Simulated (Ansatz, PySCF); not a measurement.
Molecule: sum formula CaOFH (charge 0, singlet). 
Geometry from a B3LYP-D3(BJ)/def2-TZVP (Ansatz, an electronic-structure program) optimisation:
```
Ca
F 1 2.0222
O 1 2.0254 2 156.59
H 3 0.9553 1 173.81 2 0.00
```
Charge 0, spin multiplicity 1.

Property: vertical ionisation energy (to the doublet state of charge +1; each state is the SCF solution reached for its spin), in eV. Cores are frozen in the correlated levels unless marked. UHF or UKS for open shells. No spin-orbit coupling. Frozen are the shells of the preceding noble gas and the d and f shells that filled before the atom's block. The outer core of K, Ca and their heavier congeners is not correlated, a term that matters for these elements. No relativistic terms. CBS(X,Y): correlation extrapolated as X^-3; Hartree-Fock from the larger set. The bracket is a focal-point correction in the basis named.

```json
[
 {"level": "r2SCAN/def2-TZVPD", "program": "Ansatz", "vertical ionisation energy (eV)": "9.81"},
 {"level": "PBE0/def2-TZVPD", "program": "Ansatz", "vertical ionisation energy (eV)": "10.07"},
 {"level": "wB97X-V/def2-TZVPD", "program": "Ansatz", "vertical ionisation energy (eV)": "10.27"},
 {"level": "B2PLYP/def2-TZVPD", "program": "Ansatz", "vertical ionisation energy (eV)": "10.28"},
 {"level": "MP2/def2-SVPD", "program": "Ansatz", "vertical ionisation energy (eV)": "10.40"},
 {"level": "MP2/def2-TZVPPD", "program": "Ansatz", "vertical ionisation energy (eV)": "10.43"},
 {"level": "SCS-MP2/def2-SVPD", "program": "Ansatz", "vertical ionisation energy (eV)": "10.26"},
 {"level": "RI-MP2/CBS(def2-TZVPPD,def2-QZVPPD)+[CCSD(T)-MP2]/def2-SVPD", "program": "Ansatz", "vertical ionisation energy (eV)": "10.34"},
 {"level": "RI-MP2/CBS(def2-TZVPPD,def2-QZVPPD)+[CCSD(T)-MP2]/def2-TZVPPD", "program": "Ansatz", "vertical ionisation energy (eV)": "10.32"}
]
```

For comparison, minus the highest occupied orbital energy (PySCF): 6.11 eV at BP86/def2-TZVPD, 6.04 eV at M06-L/def2-TZVPD, 7.69 eV at PW6B95/def2-TZVPD.
